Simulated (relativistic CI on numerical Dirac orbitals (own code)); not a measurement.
Cr5+ in a cubic cluster: 2p photoemission with charge transfer

Computed with a charge-transfer multiplet model of a cubic metal-ligand cluster with up to 2 ligand holes, Slater and spin-orbit integrals from Dirac-Coulomb-Breit ions, Slater integrals scaled by 0.7. The ground state mixes d1 with configurations of k ligand holes L, whose averages lie at kΔ + k(k − 1)U_dd/2; a core hole lowers each added d electron by U_cd. 300 K, Lorentzian 0.6 eV and Gaussian 0.8 eV FWHM.

Atomic integrals in eV (Slater integrals scaled, ζ unscaled), ground: F2dd 8.205, F4dd 5.167, zeta_d 0.045; with the core hole: F2dd 8.205, F4dd 5.167, zeta_d 0.067, zeta_core 5.615, F2cd 6.030, G1cd 4.759, G3cd 2.711. Where a configuration has fewer than two d electrons, the dd integrals are those of d2.

Cluster parameters (eV): Δ = 0.4, U_dd = 4.9, 10Dq = 1.25, 10Dq(ligand) = 1.4, V(eg) = 2.45, V(t2g) = -1.08, final-state hopping factor = 0.8.

| Case | n_d | d1 | d2L | d3L2 | S |
| --- | --- | --- | --- | --- | --- |
| U_cd = 4.9 eV | 1.90 | 0.27 | 0.56 | 0.17 | 0.50 |
| U_cd = 6.1 eV | 1.90 | 0.27 | 0.56 | 0.17 | 0.50 |
| U_cd = 7.3 eV | 1.90 | 0.27 | 0.56 | 0.17 | 0.50 |

Weights, n_d and S are thermal averages at 300 K. Binding energies count from the first peak over 30 % of the highest in each spectrum, which can be another peak from case to case. The parameters are a model scan and need not match a compound or its usual spin state. Peaks in eV (height, largest 100):
- U_cd = 4.9 eV: 0.0 (100), 9.2 (53), 12.3 (10)
- U_cd = 6.1 eV: 0.0 (100), 4.3 (13), 9.3 (56), 12.2 (14), 19.0 (6)
- U_cd = 7.3 eV: 0.0 (100), 4.3 (15), 9.4 (58), 19.2 (9)

For the case U_cd = 6.1 eV, Δ = 0.4 eV is smaller than U_dd = 4.9 eV, the charge-transfer side of the Zaanen-Sawatzky-Allen scheme. With the core hole the configuration with one ligand hole lies at Δ − U_cd = -4.5, -5.7, -6.9 eV from the one without, in the order of the table; where this is negative the screened configuration lies lower, though the effective hopping of about 4.0 eV (from the holes of the mixed ground state) mixes the two strongly wherever it is as large as the gap.

With at most 2 ligand holes the space is cut while the next configuration still counts, so covalency is underestimated, and a final configuration with one more ligand hole, which can lie low, is missing from the spectra.
